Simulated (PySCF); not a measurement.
SMILES Cc1cccc(C#N)c1 at its GFN2-xTB optimised geometry (Å):

```
16

C      2.1808    -1.3723     1.5732
C      1.4375    -0.3623     0.7548
C      2.1200     0.5914     0.0066
C      1.4367     1.5401    -0.7365
C      0.0555     1.5557    -0.7471
C     -0.6398     0.6049     0.0000
C     -2.0540     0.6049     0.0000
N     -3.2005     0.6058     0.0001
C      0.0508    -0.3482     0.7466
H      1.6352    -2.3120     1.6190
H      2.3030    -1.0051     2.5928
H      3.1695    -1.5557     1.1599
H      3.2005     0.5892     0.0054
H      1.9862     2.2703    -1.3117
H     -0.4888     2.2885    -1.3236
H     -0.5045    -1.0779     1.3188
```

Calculation: PySCF with B3LYP/def2-TZVP. Cells within 0.4 Å of a nucleus heavier than hydrogen are left out (blank, or x).

Map of the electrostatic potential (hartree/e), clipped to [-0.08, 0.12] on the plane z = 0.8 Å:

```
|3333333333333333333333333|
|3333333333333333333334433|
|3333333333333333333444444|
|2222333333333333333444444|
|2222223333333333333444444|
|2222222333333333333444444|
|2222222333333333333444444|
|2111112334333333334444444|
|1110112345544444444444444|
|1100144788886555786555444|
|1000599999999779999765544|
|1000699999999999999875544|
|100026699999x99x999765544|
|110012356899x99x999665544|
|2111112356999999999975544|
|2221222345999999999996544|
|2222223345666568999996544|
|2222233344455557876765444|
|2222333334444456654444444|
|3333333334444445544444444|
|3333333333444444444444444|
|3333333333344444444444444|
|3333333333344444444444444|
|3333333333334444444444444|
|3333333333333344444444433|
```
Scale: ten equal steps from -0.070 (start of '0') to 0.120 (end of '9'), in the order '0123456789'; x runs from -5.50 to 5.50, y from -5.50 (bottom) to 5.50 (top).
